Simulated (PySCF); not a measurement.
Computed structure and properties of SmBr2

System: SmBr2 (singlet in the valence; each metal's 4f electrons, 6 of them, lie in its core potential, out of spins and levels); start: template (C2v). Method: PySCF 2.14.0, RKS PBE0, Sm lcecp-0-SVP with ECP52, Br def2-SVP; non-relativistic Hamiltonian with scalar-relativistic core potentials where named; density fitting; no spin-orbit coupling.

Input of the relaxation:

```python
mol = gto.M(atom='''
Sm     0.00000     0.00000    -0.61508
Br     2.69730    -0.00000     0.59202
Br    -2.69730     0.00000     0.59202''',
    basis={'Sm': 'lcecp-0-SVP', 'Br': 'def2-SVP'},
    ecp={'Sm': 'lcecp-0-SVP'},
    charge=0, spin=0)
mf = dft.RKS(mol, xc='PBE0')
mf.grids.atom_grid = (50, 194)  # f atoms: unpruned, at least (60, 302)
mf = mf.density_fit()  # fitting sets: Sm AutoAux, Br def2-universal-JKFIT
mf.conv_tol = 1e-08; mf.max_cycle = 55
mf.kernel(dm0)  # dm0: converged density of the start geometry
# quasi-Newton relaxation in Cartesian coordinates to a largest gradient under 0.00045 Eh/bohr, steps kept in the point group
```

Run from Python with OMP_NUM_THREADS=2; the lines above give its settings. Where DIIS fails, smearing, a level shift and second-order steps follow.
It took 25 s on 2 threads of Arm Neoverse V1 (shared host), from the converged density of the start.

Course of the relaxation:

```tsv
step	energy above end (eV)	largest force component within the symmetry (eV/Å)
0	0.1949	0.947
1	0.0709	0.591
2	0.0067	0.159
3	0.0033	0.043
4	0.0025	0.038
5	0.0002	0.021
6	0.0000	0.006
```

Relaxed geometry (C2v):

```xyz
3

Sm    0.0000    0.0000   -0.3825
Br    2.6652    0.0000    0.4757
Br   -2.6652    0.0000    0.4757
```

```tsv
contact	Å
Sm1–Br2 (Br)	2.800
Sm1–Br3 (Br)	2.800
```

On the finer grid (75, 302):

```json
{
  "HOMO": "not given (4f levels lie in the core)",
  "LUMO": "not given (4f levels lie in the core)",
  "Dipole about the centre of mass": "4.98 D",
  "Set of Mulliken populations of Sm1 outside the core potential": "s 2.19, p 6.18, d 0.74, f 0.02",
  "D3(BJ) dispersion energy (not in the energies)": "-0.069 eV"
}
```

```csv
atom,Mulliken (e),Löwdin (e),spin (e)
Sm1,0.87,0.42,0.00
Br2,-0.43,-0.21,0.00
Br3,-0.43,-0.21,0.00
```

The 4f levels lie in the core potential and are missing. Their spin isn't counted.

On the grid (50, 194), as all that follows. Harmonic modes: a minimum within the noise of the softest modes; lowest 26 cm⁻¹ (negative: unstable), highest 215 cm⁻¹, zero-point energy 0.026 eV.

Taking off one Br (charge -1, singlet; the rest: singlet) in vacuum, both parts rigid, costs 7.22 eV; the small basis without counterpoise inflates it. Most of it is the attraction of opposite charges; other ways to part are cheaper, and one spin state was tried for the rest.

Rigid scan of Br along the line from its metal:

```json
{"distance to Br2 (Å)": "2.50", "energy (eV)": "0.483"}
{"distance to Br2 (Å)": "2.60", "energy (eV)": "0.190"}
{"distance to Br2 (Å)": "2.70", "energy (eV)": "0.042"}
{"distance to Br2 (Å)": "2.80", "energy (eV)": "0.000"}
{"distance to Br2 (Å)": "2.90", "energy (eV)": "0.033"}
{"distance to Br2 (Å)": "3.00", "energy (eV)": "0.119"}
{"distance to Br2 (Å)": "3.20", "energy (eV)": "0.387"}
{"distance to Br2 (Å)": "3.50", "energy (eV)": "0.893"}
{"distance to Br2 (Å)": "3.90", "energy (eV)": "1.578"}
{"distance to Br2 (Å)": "4.40", "energy (eV)": "2.324"}
```

One start shape was tried, so this needn't be the lowest isomer.

An lcecp potential fixes the number of 4f electrons, so in runs with it no electron can move into or out of that shell.
